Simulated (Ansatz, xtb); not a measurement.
# C3H5BS: which of two isomers lies lower

Structure X: `BC#CCS`, a singlet. Structure Y: `BCC#CS`, a singlet. Both are isolated molecules in the gas phase, relaxed with B3LYP-D3(BJ)/def2-SVP; the shapes shown needn't be the lowest conformers.

X (Å):

```xyz
10

C    -1.6384    0.8224   -1.4680
C    -1.8620    0.3325   -0.3675
C    -2.1630   -0.2477    0.9245
B    -1.3541    1.4213   -2.8156
S    -3.0015   -1.8958    0.8769
H    -1.8243    0.9270   -3.8102
H    -0.6562    2.4003   -2.9111
H    -2.7644    0.4596    1.5190
H    -1.2344   -0.4201    1.4929
H    -4.0905   -1.4740    0.1946
```

Y (Å):

```xyz
10

C    -1.3337   -0.4125   -0.1469
C    -2.3201    0.6545   -0.0885
C    -3.1608    1.5341   -0.0702
B    -1.0671   -1.0906   -1.5359
S    -4.2919    2.7889    0.0919
H    -1.4813   -0.6224   -2.5657
H    -0.3799   -2.0826   -1.5624
H    -1.5192   -1.1898    0.6193
H    -0.3194   -0.0282    0.1157
H    -4.8117    2.7273   -1.1610
```

Energies in hartree; the thermal terms are from B3LYP-D3(BJ)/def2-SVP harmonic frequencies (ideal gas, rigid rotor, one conformer each, 298.15 K, 1 atm) and include the zero-point energy:

|  | X | Y |
| --- | --- | --- |
| E, CCSD(T)/def2-SVP | −539.100485 | −539.086103 |
| E, MP2/def2-SVP | −539.025067 | −539.011030 |
| E, MP2/def2-TZVPP | −539.463599 | −539.449601 |
| zero-point energy | 0.066811 | 0.065652 |
| H(298 K) − E | 0.074765 | 0.073819 |
| G(298 K) − E | 0.035577 | 0.034477 |

Correct the CCSD(T) difference for the basis set by the MP2 change, then work out ΔE, ΔE₀, ΔH and ΔG for X → Y in kcal/mol (1 Eh = 627.51 kcal/mol) and the equilibrium ratio [Y]/[X].

1. Differences Y − X: CCSD(T) +0.014382, MP2 in the small set +0.014037, MP2 in the large set +0.013998 Eh.
2. ΔE = +0.014382 + (+0.013998 − (+0.014037)) = +0.014343 Eh = +9.00 kcal/mol.
3. ΔE₀ = ΔE + ΔZPE = +0.014343 + (−0.001159) Eh = +8.27 kcal/mol.
4. ΔH = ΔE + (−0.000946) Eh = +8.41 kcal/mol.
5. ΔG = ΔE + (−0.001100) Eh = +8.31 kcal/mol, so ΔS = (ΔH − ΔG)/T = +1.4 J/(mol K).
6. kT = 0.9442 mEh, so K = [Y]/[X] = exp(−ΔG/kT) = exp(−14.03) ≈ 8.1 × 10^−7.

Structure X is favoured at this temperature. An error of 1 kcal/mol in ΔG would change K by a factor of 5.4. Mirror images and further conformers aren't counted.

As drawn, both hold the same kinds of bond in the same numbers.

Other levels gave ΔE = +7.1 (GFN2-xTB); +4.6 (HF/STO-3G, GFN2-xTB geometries); +10.0 (r2SCAN-D4/def2-SVP, GFN2-xTB geometries); +10.4 (B3LYP-D3(BJ)/def2-SVP); +9.0 (HF/def2-SVP); +8.8 (MP2/def2-SVP); +9.0 (CCSD(T)/def2-SVP) kcal/mol. The correlated steps freeze 9 core orbitals. Programs: Ansatz 0.2.0, xtb 6.7.1.
